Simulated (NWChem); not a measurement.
System: GeH4; SMILES [GeH4]

The following NWChem deck was run.

```
start job
memory heap 200 mb stack 900 mb global 1100 mb
geometry units angstroms noautoz
  Ge     0.000007     0.000004     0.000000
  H      1.062702    -0.000009    -1.110812
  H      0.431655     0.958041     1.122112
  H     -0.147661    -1.420895     0.567890
  H     -1.346689     0.462868    -0.579194
end
basis spherical
  * library def2-svp
end
dft
  xc n12
  iterations 150
  mulliken
end
task dft energy
```

Coordinates come from a PBE0/def2-SVP optimisation.

Problem. Predict the main results of this run. (N12/def2-SVP.) Quantities: energy (Ha); highest occupied level (eV); orbital gap (eV).

Solution. The energy (Ha) is -2080.22. The highest occupied level (eV) is -8.09. The orbital gap (eV) is 9.09.
